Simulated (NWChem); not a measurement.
Species: AlPH₄O₂; SMILES [Al]([OH])([PH2])[OH]

Program: NWChem. Level Hartree-Fock/def2-SVP: optimisations from one semi-empirical or force-field start; each run changes one setting, and all end within 0.3 mHa of each other. One conformer.

```json
[
 {"setting": "redundant internal coordinates, default thresholds", "optimisation steps": "16"},
 {"setting": "trust radius 0.05", "optimisation steps": "35"},
 {"setting": "symmetry off", "optimisation steps": "17"},
 {"setting": "loose thresholds", "optimisation steps": "14"}
]
```
